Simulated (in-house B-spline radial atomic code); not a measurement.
**PBEsol excitations of Cr6+**

Method: PBEsol. Computed with a B-spline radial code for spherical atoms: linear response of the closed shell [Ne] 3s2 3p6 with the functional's adiabatic kernel; scalar-relativistic (spin-free one-electron X2C), finite nucleus, no spin-orbit coupling, no double excitations, S, P, D and F terms only. Only terms of natural parity with L up to 3 were computed.

Command:
```bash
python run_td.py task.json out
```
Settings (radii: box in bohr, nucleus in fm):
```
Z                        24
electrons                18
configuration            [Ne] 3s2 3p6
hamiltonian              x2c
method                   pbesol
box_radius               14.35
rms_radius               3.6452
intervals                71
```

Time taken, with all properties: 0.4 s on 1 thread of Intel(R) Xeon(R) Platinum 8488C (Sapphire Rapids) (shared host).

The lowest states, in the order of their Tamm-Dancoff energies; the method's threshold (minus the highest occupied level) is 148.44 eV. Labels give the largest channel, * marks a mixed state, and oscillator strengths are full-response dipole values. Semilocal kernels can invert the small singlet-triplet splittings of Rydberg terms. Energies in eV:

| state | full response | Tamm-Dancoff | oscillator strength |
| --- | --- | --- | --- |
| 3p → 3d 3P | 42.82 | 42.96 | - |
| 3p → 3d 3F | 43.53 | 43.66 | - |
| 3p → 3d 1F | 47.46 | 47.50 | - |
| 3p → 3d 1P | 60.97 | 63.68 | 3.48 |
| 3s → 3d 3D | 74.20 | 74.26 | - |
| 3s → 3d 1D | 78.94 | 79.07 | - |
| 3p → 4s 3P | 80.78 | 80.79 | - |
| 3p → 4s 1P | 81.67 | 81.72 | 0.267 |
| 3p → 4p 3S | 89.02 | 89.04 | - |
| 3p → 4p 3D | 89.80 | 89.81 | - |
| 3p → 4p 1D | 90.39 | 90.40 | - |
| 3p → 4p 1S | 94.00 | 94.25 | - |
| 3p → 4d 3P | 103.08 | 103.10 | - |
| 3p → 4d 3F | 103.27 | 103.28 | - |
| 3p → 4d 1F | 103.61 | 103.61 | - |
| 3p → 4d 1P | 104.42 | 104.53 | 0.18 |
| 3s → 4s 3S | 110.78 | 110.79 | - |
| 3s → 4s 1S | ? | ? | - |
| 3p → 4f 3D | ? | ? | - |
| 3p → 5s 3P | 113.44 | 113.45 | - |
| 3p → 5s 1P | 113.71 | 113.72 | 0.0635 |
| 3p → 4f 1D | 113.92 | 113.94 | - |

Task: Where does 3s → 4s 1S lie?

Result: At 112.39 eV in full response, 112.47 eV in Tamm-Dancoff.

Task: Where does 3p → 4f 3D lie?

Result: At 112.97 eV in full response, 112.98 eV in Tamm-Dancoff.

Task: How large is the singlet-triplet splitting of 3p → 3d (F terms) in Tamm-Dancoff?

Result: 3.84 eV, from the unrounded values.

Task: What polarisabilities and dispersion coefficient does the method give?

Result: Dipole 0.8119 bohr³, quadrupole 0.7111 bohr⁵, C6 1.252 hartree·bohr⁶ for two such species.
